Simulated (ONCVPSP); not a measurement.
**Which change was made? (P, ONCV)**

- Element: P (Z = 15)
- Generator: ONCVPSP 4.0.1
- Type: optimised norm-conserving Vanderbilt (ONCV)
- Functional: Wu-Cohen
- Relativity: scalar-relativistic
- Frozen core: [He]
- Valence charge: 13
- Reference configuration: 2s2 2p6 3s1.5 3p3.5
- Partial waves: 2s+3s: rc 0.75 bohr, ncon 4, nbas 7, qcut 17.3 1/bohr, 2 projectors; 2p+3p: rc 1.05 bohr, ncon 3, nbas 6, qcut 14.3 1/bohr, 2 projectors; d scattering state at 0.38 Ha: rc 1.00 bohr, ncon 4, nbas 9, qcut 10 1/bohr, 3 projectors, debl 2.2 Ha
- Local potential: polynomial inside 0.65 bohr (lpopt 5, dvloc0 2 Ha)
- Core correction: none

Cutoffs, loose and tight: the cutoffs (Ha) at which the residual kinetic energy of the hardest occupied pseudo-wave falls to 1 and 0.1 mHa per electron. They do not see the model core or the augmentation charge, which bear on the density cutoff. Test errors are all-electron minus pseudo excitation energies from the reference, over the configurations 2s2 2p6 3s2 3p3; 2s2 2p6 3s2 3p2; 2s2 2p6 3s2 3p1; 2s1 2p6 3s2 3p3; variants that change the core or the reference have their own tests.

The base gives: outcome: generated; cutoff, loose: 95 Ha; cutoff, tight: 115 Ha; bound ghosts: d; GHOST(+) flags above zero: none; largest test error (meV): -395.

(1) After one change the result is: outcome: generated; cutoff, loose: 29 Ha; cutoff, tight: 77 Ha; bound ghosts: none; GHOST(+) flags above zero: s, d; largest test error (meV): +220. Which change was it?
A. reference 2s2 2p6 3s2 3p3
B. s: qcut 12
C. core [Ne], valence charge 5; reference 3s2 3p3; waves now 3s: rc 1.40 bohr, ncon 5, nbas 8, qcut 4 1/bohr, 2 projectors, debl 2.7 Ha; 3p: rc 1.35 bohr, ncon 3, nbas 8, qcut 5.4 1/bohr, 1 projector; d scattering state at 0.26 Ha: rc 1.25 bohr, ncon 4, nbas 8, qcut 7.1 1/bohr, 3 projectors, debl 4 Ha; local potential polynomial inside 1.15 bohr (lpopt 5, dvloc0 -1 Ha)
D. all radii scaled by about 1.07 (s 0.80, p 1.12, d 1.08 bohr); local potential polynomial inside 0.70 bohr (lpopt 5, dvloc0 2 Ha)

## Answers

(1) C. The others give: all radii scaled by about 1.07 (s 0.80, p 1.12, d 1.08 bohr); local potential polynomial inside 0.70 bohr (lpopt 5, dvloc0 2 Ha) → outcome: generated; cutoff, loose: 85 Ha; cutoff, tight: 106 Ha; bound ghosts: none; GHOST(+) flags above zero: d; largest test error (meV): -457 | reference 2s2 2p6 3s2 3p3 → outcome: generated; cutoff, loose: 95 Ha; cutoff, tight: 115 Ha; bound ghosts: d; GHOST(+) flags above zero: none; largest test error (meV): +11 | s: qcut 12 → outcome: generated; cutoff, loose: 80 Ha; cutoff, tight: 175 Ha; bound ghosts: d; GHOST(+) flags above zero: none; largest test error (meV): -471.
